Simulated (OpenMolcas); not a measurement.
d7 ions of charge +3 down a group with 4 chloride ligands in tetrahedral coordination

- Program: OpenMolcas
- Method: CASSCF
- Spin-orbit coupling: state interaction with AMFI integrals over the reference wave functions

The d shell is active. Anionic complexes are neutralised by point charges behind the ligands. Distances were set from a Shannon-type radius of the metal (high-spin where two are listed) plus a fixed donor radius (Cl 1.76 Å). Ligand basis ANO-RCC-VDZP, DKH2 Hamiltonian. States (labels of Td). Energies in cm-1 above the lowest state or level, χT in cm3 K/mol. Spin-only χT is S(S+1) / 2 for the spin of the ground state.

| Ion | Shell | R (Å) | Metal basis | Outer charge (e at Å behind ligand) | Ground state | First state of that spin | First gap with spin-orbit (degeneracies) | χT at 300 K | First state of another spin | Spin-only χT |
| --- | --- | --- | --- | --- | --- | --- | --- | --- | --- | --- |
| Ni3+ | 3d7 | 2.23 | ANO-RCC-VDZP | 0.25 at 2.4 | 4A2 | 4T2 3956 | 3762 (4, 4) | 2.705 | 2S+1 = 2: 19377 | 1.875 |
| Pd3+ | 4d7 | 2.39 | ANO-RCC-VDZP | 0.25 at 2.8 | 4A2 | 4T2 6935 | 6231 (4, 4) | 2.427 | 2T1 9554 | 1.875 |

The rows also differ in their outer charges, so part of each step comes from that.

Every ion keeps the highest spin of its shell. χT departs most from the spin-only value for Ni3+, by +0.830 cm3 K/mol.

Without dynamic correlation the repulsion within the d shell is too large (B by tens of per cent), so at a given field states of lower spin stand too high. Ligand-to-metal charge-transfer states are missing. With no ligand orbital active B as a rule stays too high, so bands that hang on it stand too high and its fall with covalency is understated. With metal d orbitals alone and no dynamic correlation the field as a rule comes out too small, by tens of per cent, by up to half for chloride and softer ligands, and the orbital part of g and χT, which goes as 1/10Dq, too large (holds for Ni3+). The least metal-like active orbital is 65 % on the metal (Löwdin) and no ligand orbital is active, so the numbers are rough (holds for Pd3+). With metal d orbitals alone the field can be off either way by tens of per cent (holds for Pd3+). No measured value stands beside these numbers; the geometry is a model, was not optimised and need not be the one that this ion takes.

A state without a sure symmetry label is named by its multiplicity alone.
